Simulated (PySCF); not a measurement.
PySCF input for B(H)2(SiH3) (BH5Si), SMILES B[SiH3], B3LYP/pcJ-1. Geometry: B3LYP-D3(BJ)/def2-TZVP.

```python
import numpy as np
from pyscf import gto, scf, dft
from pyscf.prop.ssc import rks as ssc

mol = gto.M(
    atom='''
    B     1.43787900   -0.02116032   -0.00000000
    H     2.05627146    0.00239634    1.01808746
    H     2.05627146    0.00239633   -1.01808747
    Si   -0.57175160   -0.00500023   -0.00000000
    H    -0.95874606    1.43512381   -0.00000001
    H    -1.16933475   -0.63205585   -1.20490685
    H    -1.16933474   -0.63205584    1.20490686
    ''',
    basis='pcJ-1',
    charge=0,
    spin=0,
    max_memory=1600,
    verbose=3,
)
mf = dft.RKS(mol, xc='b3lyp')
mf.grids.level = 3
mf.conv_tol = 1e-10
mf.max_cycle = 100
mf.kernel()
j = ssc.SSC(mf)
j.with_fcsd = True
j.max_cycle_cphf = 80
j.conv_tol = 1e-7
e11 = j.kernel()
```

Output:

```
converged SCF energy = -315.390586267081
Reduced spin-spin coupling constant K (Hz)
               #0        #1        #2        #3        #4
        0 B    0.00000
        1 H   13.51024   0.00000
        2 H   13.51017  -0.12959   0.00000
        3 Si  39.29794   1.50283   1.48654   0.00000
        4 H    0.38758  -0.04905  -0.04908  30.06714   0.00000
        5 H    0.46922   0.31752   0.03849  33.11940  -0.20647
        6 H    0.46927   0.03849   0.31749  33.11772  -0.20641
               #5        #6
        5 H    0.00000
        6 H    0.26135   0.00000
Spin-spin coupling constant J (Hz)
               #0        #1        #2        #3        #4
        0 B    0.00000
        1 H  135.26424   0.00000
        2 H  135.26355  -4.04318   0.00000
        3 Si -78.22805  -9.32260  -9.22157   0.00000
        4 H    3.88040  -1.53034  -1.53124 -186.51730   0.00000
        5 H    4.69783   9.90667   1.20086 -205.45156  -6.44177
        6 H    4.69831   1.20092   9.90566 -205.44119  -6.43999
               #5        #6
        5 H    0.00000
        6 H    8.15416   0.00000
```

The run converged.
